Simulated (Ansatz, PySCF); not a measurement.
B(Me)(Et)(NH2) (C₃H₁₀BN), SMILES CCB(C)N. Atoms are numbered in the order given.

```xyz
15

B      0.2652     0.2702     0.4207
C      1.3286     0.2222     1.5934
H      1.0711    -0.5690     2.3193
H      1.4334     1.1671     2.1517
H      2.3254    -0.0486     1.2031
C      0.0008    -1.0158    -0.4749
C     -1.0406    -0.8875    -1.5856
H     -0.2698    -1.8475     0.2052
H      0.9732    -1.3330    -0.9007
H     -0.7653    -0.1007    -2.3092
H     -2.0335    -0.6256    -1.1807
H     -1.1655    -1.8199    -2.1596
N     -0.4482     1.4515     0.1684
H     -0.3225     2.3017     0.7051
H     -1.1393     1.5383    -0.5680
```

Coordinates come from a r2SCAN-D4/def2-SVP optimisation. Other conformers were not sampled.

Two levels are set side by side: PBE-D3(BJ)/def2-SVP (Ansatz, an electronic-structure program) and r2SCAN-D4/def2-SVP (Ansatz). Each level has its own optimised geometry; the coordinates shown are those of the second. Frequencies come from the Hessian of PySCF at each geometry. Differences are taken from unrounded values.

```json
[
 {"quantity": "mean bond length (Å)", "r2SCAN-D4": "1.212"},
 {"quantity": "bond B1–C2 (Å)", "r2SCAN-D4": "1.584"},
 {"quantity": "bond B1–C6 (Å)", "r2SCAN-D4": "1.589"},
 {"quantity": "bond B1–N13 (Å)", "r2SCAN-D4": "1.403"},
 {"quantity": "bond C6–C7 (Å)", "r2SCAN-D4": "1.528"},
 {"quantity": "bond C2–H3 (Å)", "r2SCAN-D4": "1.104"},
 {"quantity": "bond C2–H4 (Å)", "r2SCAN-D4": "1.102"},
 {"quantity": "bond C2–H5 (Å)", "r2SCAN-D4": "1.104"},
 {"quantity": "bond C6–H8 (Å)", "r2SCAN-D4": "1.108"},
 {"quantity": "bond C6–H9 (Å)", "r2SCAN-D4": "1.108"},
 {"quantity": "bond C7–H10 (Å)", "r2SCAN-D4": "1.104"},
 {"quantity": "bond C7–H11 (Å)", "r2SCAN-D4": "1.104"},
 {"quantity": "bond C7–H12 (Å)", "r2SCAN-D4": "1.102"},
 {"quantity": "bond N13–H14 (Å)", "r2SCAN-D4": "1.013"},
 {"quantity": "bond N13–H15 (Å)", "r2SCAN-D4": "1.014"},
 {"quantity": "highest harmonic wavenumber (cm⁻¹)", "r2SCAN-D4": "3689"},
 {"quantity": "mean harmonic wavenumber (cm⁻¹)", "r2SCAN-D4": "1496"},
 {"quantity": "zero-point energy (kcal/mol)", "r2SCAN-D4": "83.41"}
]
```

Task: What does PBE-D3(BJ) give, and how far is it from r2SCAN-D4? (Estimate from the structure and the level; the computed values follow.)

Result: 
```csv
quantity,PBE-D3(BJ),PBE-D3(BJ) minus r2SCAN-D4
mean bond length (Å),1.218,0.007
bond B1–C2 (Å),1.589,0.005
bond B1–C6 (Å),1.595,0.005
bond B1–N13 (Å),1.407,0.004
bond C6–C7 (Å),1.532,0.004
bond C2–H3 (Å),1.112,0.007
bond C2–H4 (Å),1.110,0.007
bond C2–H5 (Å),1.112,0.007
bond C6–H8 (Å),1.115,0.007
bond C6–H9 (Å),1.115,0.007
bond C7–H10 (Å),1.111,0.007
bond C7–H11 (Å),1.111,0.007
bond C7–H12 (Å),1.110,0.007
bond N13–H14 (Å),1.020,0.007
bond N13–H15 (Å),1.021,0.007
highest harmonic wavenumber (cm⁻¹),3602,-87
mean harmonic wavenumber (cm⁻¹),1460,-36
zero-point energy (kcal/mol),81.38,-2.03
```
